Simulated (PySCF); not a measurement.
PySCF 2.14 output of an unrestricted B3LYP calculation on a single atom or ion in def2-SVP, with no relativity, point nucleus:

```
SCF conv_tol = 1e-09
number electrons alpha = 11  beta = 9
    P. J. Stephens, F. J. Devlin, C. F. Chabalowski, and M. J. Frisch.,  J. Phys. Chem. 98, 11623 (1994)
cycle= 1 E= -848.499980505166  delta_E= -0.00106  |g|= 0.00602  |ddm|= 0.0388
cycle= 2 E= -848.499998850253  delta_E= -1.83e-05  |g|= 0.00166  |ddm|= 0.00867
cycle= 3 E= -848.500000573114  delta_E= -1.72e-06  |g|= 7.41e-05  |ddm|= 0.00211
cycle= 4 E= -848.500000576031  delta_E= -2.92e-09  |g|= 6.07e-07  |ddm|= 7.98e-05
cycle= 5 E= -848.500000576031  delta_E= -3.41e-13  |g|= 3.66e-08  |ddm|= 1.19e-06
converged SCF energy = -848.500000576031  <S^2> = 2.0004297  2S+1 = 3.0002864
```

The run itself started from symmetry-adapted Hartree-Fock orbitals and held the occupation by maximum overlap, on a logarithmic radial grid, so the iterations belong to that start.

Task: Which element, charge and spin multiplicity is this?

Result: Ti²⁺ (titanium, charge +2), multiplicity 3; the state was [Ar] 3d2, high-spin 3F determinant.
